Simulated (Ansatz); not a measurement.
```yaml
crystal:
  periodic: [false, false, false]
  atoms:
    - {symbol: C, position_ang: [-0.410646, 0.889727, -0.216005]}
    - {symbol: Sc, position_ang: [0.461089, -1.043941, 0.269449]}
    - {symbol: F, position_ang: [1.986310, -1.064642, 1.303037]}
    - {symbol: F, position_ang: [-0.348357, -2.556154, -0.403684]}
    - {symbol: H, position_ang: [-1.469741, 0.822205, -0.490945]}
    - {symbol: H, position_ang: [-0.325191, 1.606497, 0.610017]}
    - {symbol: H, position_ang: [0.106546, 1.346297, -1.071870]}
basis:
  gaussian: {orbitals: def2-SVP}
total_charge: 1
magnetization: {spin_polarized: false, initial_magnetization: 1}
hamiltonian: {xc: {name: B97M-V}}
output: {forces: true}
```

```sh
$ ansatz run in.yaml --threads 4 --pin off --events-out ev --progress --plain --max-ram 10444MiB
```

Output, abridged:

```
Functional definition: B97M-V
1010 factors; their error is unknown
mean field evaluation 1: about -27180.9525 eV, gradient 9.9e1 eV
mean field evaluation 2: about -26500.7467 eV, gradient 4.6e2 eV
mean field evaluation 4: about -27185.3244 eV, gradient 6.8e1 eV
mean field evaluation 8: about -27199.1745 eV, gradient 2.1e0 eV
mean field evaluation 16: about -27199.1498 eV, gradient 1.3e-2 eV
mean field -27199.14977146 eV, -999.5503178553 hartree, gradient 2.3e-5 eV, S^2 0.750000; 1 other end points of the search recorded, 0 dependent functions left out
reference -27199.14994471 eV, -999.5503242222 hartree; 24, 23 occupied and 64, 65 virtual orbitals, 1010 factors
Total energy: -27199.14994471 eV, -999.5503242222 hartree
Atom 0 at    -0.410646     0.889727    -0.216005 Å, force    -1.880426     4.352801    -1.144620 eV/Å
Atom 1 at     0.461089    -1.043941     0.269449 Å, force     1.421560    -3.087324     0.750123 eV/Å
Atom 2 at     1.986310    -1.064642     1.303037 Å, force    -1.539610    -0.053193    -1.051556 eV/Å
Atom 3 at    -0.348357    -2.556154    -0.403684 Å, force     0.871731     1.486107     0.711019 eV/Å
Atom 4 at    -1.469741     0.822205    -0.490945 Å, force    -0.185811    -1.162930     0.132227 eV/Å
Atom 5 at    -0.325191     1.606497     0.610017 Å, force     0.525334    -0.679838     0.811514 eV/Å
Atom 6 at     0.106546     1.346297    -1.071870 Å, force     0.787224    -0.855623    -0.208706 eV/Å
Dipole moment:    -0.558807     1.219546    -0.294175 e Å
```

Hardware: 4 threads of an Arm Neoverse V2 on a shared host. Wall time 12 s, peak host memory 0.37 GiB.
